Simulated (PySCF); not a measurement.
HN2, SMILES [N][NH] (connectivity only; charge and spin as stated), neutral, multiplicity 2. Atoms are numbered in the order given.

```xyz
3

N     -0.1549    -0.4942     0.0000
N      0.0570     0.6610     0.0000
H      0.6848    -1.1675     0.0000
```
Charge 0, spin multiplicity 2.

The structure is a stationary point at PBE-D3(BJ)/def2-TZVPD.

Two levels are set side by side: PBE/pcH-1 (PySCF) and PBE0/pcH-1 (PySCF). Contact hyperfine couplings, same geometry. Differences are taken from unrounded values.

```tsv
quantity	PBE0	PBE	PBE minus PBE0
A(iso) of 14N, atom N1 (MHz)	76.3	86.6	10.3
A(iso) of 14N, atom N2 (MHz)	16.9	9.4	-7.5
A(iso) of 1H, atom H3 (MHz)	406.3	413.9	7.6
```

Rough cost on one machine, each run with all the roots and properties that it gave: PBE0 against PBE within a factor of 2.
